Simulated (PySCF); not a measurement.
Heteronuclear NMR

Atoms are numbered as in `[CH2:1]=[CH:2][O:3][Si@:4]([OH:5])([SiH3:6])[O:7][CH:8]=[O:9]`. Each H is labelled by its parent atom. Ha(C1) is cis to O3; Hb(C1) is trans to O3.

Averaged over atoms made equivalent by symmetry, fast rotation or ring inversion, single conformer, relativity neglected, gas phase. Geometry from GFN2-xTB; NMR shieldings at PBE0/pcSseg-1/GIAO; PySCF 2.14.0 with density-fitted response routines.

(1) Predict the $^{29}$Si NMR data.

(2) Where does $^{17}$O resonate?

## Answers

(1) 
```tsv
atoms	environment	σ (ppm)	δ (ppm)
Si4	silicon bonded to 3 O, Si	384.1	-35.7
Si6	silicon bonded to Si, 3 H	473.9	-109.5
```

Shieldings were converted by a linear fit to measured shifts: $^{29}$Si (scatter 8.9 ppm rms, 25.8 ppm with the 6 outliers that the fit left out vs TMS, solution or neat liquid). A few per cent of atoms miss by over 2 rms, more outside the fitted compound classes.

On a 500 MHz spectrometer $^{29}$Si resonates near 99.3 MHz, so 1 ppm is 99.3 Hz.

(2) 
```
atoms             environment  σ (ppm)  δ (ppm)
   O9         carbonyl oxygen   -106.7    363.9
   O7  oxygen bonded to C, Si     88.2    186.4
   O3  oxygen bonded to C, Si    174.1    108.1
   O5  oxygen bonded to Si, H    267.1     23.4
```

Shieldings were converted by a linear fit to measured shifts: $^{17}$O (scatter 10.7 ppm rms, 12.2 ppm with the 3 outliers that the fit left out vs liquid water, solution or neat liquid). A few per cent of atoms miss by over 2 rms, more outside the fitted compound classes.

On a 600 MHz spectrometer $^{17}$O resonates near 81.3 MHz, so 1 ppm is 81.3 Hz.
